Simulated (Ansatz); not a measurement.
Basis sets compared for the cluster In₂N₃⁻. Charge -1, multiplicity 1. Geometry PBE0-D4/def2-SVPD. Ansatz on 4 threads of Arm Neoverse V1 on a shared host; times are rough, and most runs start from earlier orbitals.

```xyz
5

In    0.4979    1.4988   -0.1040
In   -0.9820   -2.8165   -0.6602
N    -0.3750   -1.2712    1.0888
N     1.0922    3.2832   -0.3747
N    -0.2330   -0.6944    0.0501
```

In the def2 sets In takes a core potential; there is no spin–orbit coupling. At PBE-D4/def2-SVPD the highest occupied level of the charge -1 singlet lies above zero (up to 0.08 eV). By energy differences its removal costs 1.75 eV (vertical, to the charge 0 doublet, at r2SCAN-D4/def2-TZVPD). At PBE0-D4/def2-TZVPD a quintet of charge -1 lies 1.49 eV below the restricted singlet, each at its own geometry. The structure comes from a short search, and lower isomers may exist.

```
            level  functions  energy (Eh)  HOMO (eV)  LUMO (eV)  wall time
 PBE-D4/def2-SVPD        124    -544.1663       0.08       0.80      1.2 s
PBE0-D4/def2-SVPD        124    -544.1108      -0.78       1.43      1.6 s
```

**Question.** Estimate the rows for PBE-D4/def2-TZVPD (with forces), PBE0-D4/def2-TZVPD.

**Answer.** 
```json
{"level": "PBE-D4/def2-TZVPD (with forces)", "functions": "223", "energy (Eh)": "-544.3688", "HOMO (eV)": "0.00", "LUMO (eV)": "0.75", "wall time": "2.6 s"}
{"level": "PBE0-D4/def2-TZVPD", "functions": "223", "energy (Eh)": "-544.3129", "HOMO (eV)": "-0.78", "LUMO (eV)": "1.37", "wall time": "3.7 s"}
```
